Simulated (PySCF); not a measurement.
## Worked example: entropy of an ideal gas

HSSi, SMILES [SH+]=[Si] (connectivity only; charge and spin as stated), charge +1, multiplicity 1.

Geometry optimised at PBE0-D3(BJ)/def2-TZVP. The isomer is the one that the SMILES or the coordinates give; other isomers of the formula were not compared.

PBE0-D3(BJ)/def2-TZVP (PySCF 2.14.0) gives the harmonic wavenumbers 503, 633, 2571 cm⁻¹ and the rotational temperatures 13.3613, 0.3804, 0.3698 K. The molar mass is 61.15 g/mol, the symmetry number 1, the spin multiplicity 1.

Question: Work out the entropy at 298.15 K and 1 atm in the rigid-rotor, harmonic-oscillator model.

Answer: 
Translation (Sackur–Tetrode at 1 atm): S = R[1.5 ln M + 2.5 ln T − 1.16487] = 160.0 J/(mol K).
Rotation: q = (√π/σ) T^1.5/√(θA θB θC) = 6660, S = R[ln q + 3/2] = 85.7 J/(mol K).
Vibration: with u = 1.4388 ν/T, each mode gives R[u/(e^u − 1) − ln(1 − e^−u)]:
```json
[
 {"ν (cm⁻¹)": "503", "modes": "1", "u": "2.43", "S (J/(mol K))": "2.72"},
 {"ν (cm⁻¹)": "633", "modes": "1", "u": "3.05", "S (J/(mol K))": "1.66"}
]
```
The stiffer modes add less than 0.005 each. Sum 4.4 J/(mol K).
Spin: R ln 1 = 0.0 J/(mol K).
Total 250.1 J/(mol K); the program's own thermochemistry gives 250.1. Translation makes up 64 % and vibration 2 %. Anharmonicity, hindered rotation and orbital degeneracy are left out.
